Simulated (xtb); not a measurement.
xtb input (GFN1-xTB):

```bash
xtb mol.xyz --gfn 1 --sp --chrg 1 --uhf 0
```
mol.xyz:
```
3

Al     0.00000000     0.00000000     0.00000000
Br     0.00000000     0.00000000     2.15640065
Br    -0.00000000    -0.00000000    -2.15640065
```

Output:

```
           -------------------------------------------------
          |                Calculation Setup                |
           -------------------------------------------------

           -------------------------------------------------
          |                 G F N 1 - x T B                 |
           -------------------------------------------------

        Reference                      10.1021/acs.jctc.7b00118
      * Hamiltonian:
        H0-scaling (s, p, d)           1.850000    2.250000    2.000000
        zeta-weighting                 0.000000
      * Dispersion:
        s8                             2.400000
        a1                             0.630000
        a2                             5.000000
        s9                             0.000000
      * Repulsion:
        kExp                           1.500000
        rExp                           1.000000
      * Coulomb:
        alpha                          2.000000
        third order                    atomic
        anisotropic                    false
      * Halogen bond correction:
        rad-scale                      1.300000
        damping                        0.440000

          ...................................................
          :                      SETUP                      :
          :.................................................:
          :  # basis functions                  30          :
          :  # atomic orbitals                  27          :
          :  # shells                            9          :
          :  # electrons                        16          :
          :  # halogen bonds                     0          :
          :  max. iterations                   250          :
          :  Hamiltonian                  GFN1-xTB          :
          :  restarted?                      false          :
          :  GBSA solvation                  false          :
          :  PC potential                    false          :
          :  electronic temp.          300.0000000     K    :
          :  accuracy                    1.0000000          :
          :  -> integral cutoff          0.2500000E+02      :
          :  -> integral neglect         0.1000000E-07      :
          :  -> SCF convergence          0.1000000E-05 Eh   :
          :  -> wf. convergence          0.2000000E-04 e    :
          :  Broyden damping             0.4000000          :
          :  net charge                          1          :
          :  unpaired electrons                  0          :
          ...................................................

 iter      E             dE          RMSdq      gap      omega  full diag
   1     -8.5497193 -0.854972E+01  0.758E+00    5.16       0.0  T
   2     -8.5655679 -0.158486E-01  0.547E+00    3.98       1.0  T
   3     -8.6930299 -0.127462E+00  0.313E+00    4.65       1.0  T
   4     -8.7186503 -0.256204E-01  0.372E-01    4.35       1.0  T
   5     -8.7193687 -0.718384E-03  0.140E-01    4.40       1.0  T
   6     -8.7194860 -0.117289E-03  0.143E-02    4.39       4.0  T
   7     -8.7194865 -0.578778E-06  0.681E-04    4.39      84.8  T
   8     -8.7194865 -0.261985E-08  0.122E-05    4.39    4746.0  T
   9     -8.7194865  0.337508E-12  0.866E-06    4.39    6668.2  T

   *** convergence criteria satisfied after 9 iterations ***

         #    Occupation            Energy/Eh            Energy/eV
      -------------------------------------------------------------
         1        2.0000           -1.0112888             -27.5186
         2        2.0000           -0.9988322             -27.1796
         3        2.0000           -0.7947154             -21.6253
         4        2.0000           -0.7444524             -20.2576
         5        2.0000           -0.7369978             -20.0547
         6        2.0000           -0.7369978             -20.0547
         7        2.0000           -0.7344965             -19.9867
         8        2.0000           -0.7344965             -19.9867 (HOMO)
         9                         -0.5732686             -15.5994 (LUMO)
        10                         -0.4333762             -11.7928
        11                         -0.4333762             -11.7928
        12                         -0.3982947             -10.8382
        13                         -0.3982947             -10.8382
       ...                                ...                  ...
        27                          0.9137534              24.8645
      -------------------------------------------------------------
                  HL-Gap            0.1612279 Eh            4.3872 eV
             Fermi-level           -0.6538825 Eh          -17.7930 eV

 SCC (total)                   0 d,  0 h,  0 min,  0.005 sec
 SCC setup                      ...        0 min,  0.000 sec (  1.546%)
 Dispersion                     ...        0 min,  0.000 sec (  0.563%)
 classical contributions        ...        0 min,  0.000 sec (  0.300%)
 integral evaluation            ...        0 min,  0.001 sec ( 26.079%)
 iterations                     ...        0 min,  0.001 sec ( 30.256%)
 molecular gradient             ...        0 min,  0.002 sec ( 37.924%)
 printout                       ...        0 min,  0.000 sec (  3.093%)

         :::::::::::::::::::::::::::::::::::::::::::::::::::::
         ::                     SUMMARY                     ::
         :::::::::::::::::::::::::::::::::::::::::::::::::::::
         :: total energy              -8.664626434221 Eh    ::
         :: gradient norm              0.051515064270 Eh/a0 ::
         :: HOMO-LUMO gap              4.387234568911 eV    ::
         ::.................................................::
         :: SCC energy                -8.719486547159 Eh    ::
         :: -> electrostatic           0.129672811631 Eh    ::
         :: repulsion energy           0.055966720883 Eh    ::
         :: dispersion energy         -0.001106607945 Eh    ::
         :: halogen bond corr.         0.000000000000 Eh    ::
         :: add. restraining           0.000000000000 Eh    ::
         :: total charge               1.000000000000 e     ::
         :::::::::::::::::::::::::::::::::::::::::::::::::::::

           -------------------------------------------------
          |                Property Printout                |
           -------------------------------------------------

    * Orbital Energies and Occupations

         #    Occupation            Energy/Eh            Energy/eV
      -------------------------------------------------------------
         1        2.0000           -1.0112888             -27.5186
         2        2.0000           -0.9988322             -27.1796
         3        2.0000           -0.7947154             -21.6253
         4        2.0000           -0.7444524             -20.2576
         5        2.0000           -0.7369978             -20.0547
         6        2.0000           -0.7369978             -20.0547
         7        2.0000           -0.7344965             -19.9867
         8        2.0000           -0.7344965             -19.9867 (HOMO)
         9                         -0.5732686             -15.5994 (LUMO)
        10                         -0.4333762             -11.7928
        11                         -0.4333762             -11.7928
        12                         -0.3982947             -10.8382
        13                         -0.3982947             -10.8382
        14                         -0.3776242             -10.2757
        15                         -0.3776242             -10.2757
        16                         -0.3776097             -10.2753
        17                         -0.3776097             -10.2753
        18                         -0.3760666             -10.2333
Note: The following floating-point exceptions are signalling: IEEE_DENORMAL
normal termination of xtb
        19                         -0.2916967              -7.9375
       ...                                ...                  ...
        27                          0.9137534              24.8645
      -------------------------------------------------------------
                  HL-Gap            0.1612279 Eh            4.3872 eV
             Fermi-level           -0.6538825 Eh          -17.7930 eV

  Mulliken/CM5 charges         n(s)   n(p)   n(d)
     1Al    0.71397  0.55928   1.049  0.744  0.493
     2Br    0.14302  0.22036   1.890  4.978 -0.011
     3Br    0.14302  0.22036   1.890  4.978 -0.011

Wiberg/Mayer (AO) data.
largest (>0.10) Wiberg bond orders for each atom

 ---------------------------------------------------------------------------
     #   Z sym  total        # sym  WBO       # sym  WBO       # sym  WBO
 ---------------------------------------------------------------------------
     1  13 Al   3.139 --     3 Br   1.570     2 Br   1.570
     2  35 Br   1.736 --     1 Al   1.570     3 Br   0.166
     3  35 Br   1.736 --     1 Al   1.570     2 Br   0.166
 ---------------------------------------------------------------------------

Topologies differ in total number of bonds
Writing topology from bond orders to xtbtopo.mol

 dipole moment from electron density (au)
     X       Y       Z
   0.0000   0.0000  -0.0000  total (Debye):    0.000

           -------------------------------------------------
          | TOTAL ENERGY               -8.664626434221 Eh   |
          | GRADIENT NORM               0.051515064270 Eh/α |
          | HOMO-LUMO GAP               4.387234568911 eV   |
           -------------------------------------------------

------------------------------------------------------------------------
------------------------------------------------------------------------
 total:
 SCF:
```
